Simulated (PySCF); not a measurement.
**Ionisation energy of Ga¹⁸⁺ by level of theory**

Ga¹⁸⁺ [Ne] 3s2 3p1 (2P) → Ga¹⁹⁺ [Ne] 3s2 (1S), as a difference of total energies. All numbers are calculated (PySCF 2.14, scalar relativity by spin-free X2C-1e, in an uncontracted even-tempered set (18 s from 1.4 bohr⁻², ratio 2.5; 12 p from 1.8 bohr⁻², ratio 2.5; 5 d from 8.7 bohr⁻², ratio 2.7; 4 f from 13 bohr⁻², ratio 2.7)). Correlated levels: outer shells: 1s2 frozen; virtual orbitals above 40 to 60 times the deepest correlated orbital energy dropped. The calculations carry no spin-orbit coupling.

```tsv
method	ionisation energy (eV)
UHF	676.88
MP2 (outer shells)	677.41
SCS-MP2 (outer shells)	677.31
CCSD (outer shells)	677.42
CCSD(T) (outer shells)	677.43
```

Task: How much does correlation contribute at CCSD(T) (outer shells)?

Result: 677.43 − (676.88) = 0.55 eV, measured against UHF.

A first-order spin-orbit estimate (lowest level to lowest level, LS coupling) adds 3.722 eV.

Breit and QED terms and the two-electron picture change are absent.

For comparison: 677 ± 3 eV (semi-empirical (NIST evaluation); NIST Atomic Spectra Database, ionization energies).
